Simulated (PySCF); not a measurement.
# Working out the ionisation energy of Ge⁺

Ge⁺ [Ar] 3d10 4s2 4p1 (2P) → Ge²⁺ [Ar] 3d10 4s2 (1S). Computed with PySCF 2.14 in cc-pVTZ-DK, with scalar relativity by spin-free X2C-1e. Frozen: [Ar] 3d10. Energies in hartree (1 hartree = 27.21139 eV):

```tsv
part	Ge⁺ (lower)	Ge²⁺ (upper)
UHF	-2096.779521	-2096.219232
CCSD correlation	-0.050723	-0.039360
(T)	-0.000769	0.000000
```

Question: What does Hartree-Fock give?

Answer: (-2096.219232) − (-2096.779521) = 0.560289 hartree = 15.246 eV.

Question: What do CCSD and CCSD(T) give?

Answer: The CCSD correlation energies differ by 0.011363 hartree = 0.309 eV and the triples by 0.000769 hartree = 0.021 eV, so CCSD gives 15.555 eV and CCSD(T) 15.576 eV.

Measured between the centres of the two terms (NIST): 15.789 eV, so CCSD(T) (valence) is off by -0.213 eV.

What remains against the reference includes basis incompleteness, the frozen core and higher excitations.
